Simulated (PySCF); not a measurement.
These 3 structures share the formula C2H6OSi. Computed with PBE0-D3(BJ)/def2-SVP geometry optimisation, gas phase in PySCF. Energies are electronic, without zero-point or thermal terms, for one conformer each. No frequencies were run at this level. Point groups hold within 0.08 Å.

Question: Rank from lowest to highest electronic energy at this level (kcal/mol).
A. `[CH2:1]=[CH:2][O:3][SiH3:4]` with C1–C2–O3–Si4 -2°
B. `[CH2:1]=[CH:2][SiH2:3][OH:4]` with C1–C2–Si3–O4 9°, C2–Si3–O4–H 68°
C. `[CH3:1][SiH2:2][CH:3]=[O:4]` with C1–Si2–C3–O4 1°

Answer: B (0.0), A (10.3), C (19.3).

As drawn, the lowest has an O–H bond, an Si–O bond and a C=C bond outside aromatic rings, which the highest lacks; the highest has a C=O bond, which the lowest lacks.

```
    SMILES      E (Eh)  E rel (kcal/mol)  dipole (D)  point group      A, B, C (MHz)
C=C[SiH2]O  -444.04407               0.0        1.67            –  10796, 4198, 3167
C=CO[SiH3]  -444.02765              10.3        0.54            –  15267, 3762, 3131
C[SiH2]C=O  -444.01328              19.3        1.76           Cs   9843, 4053, 3027
```
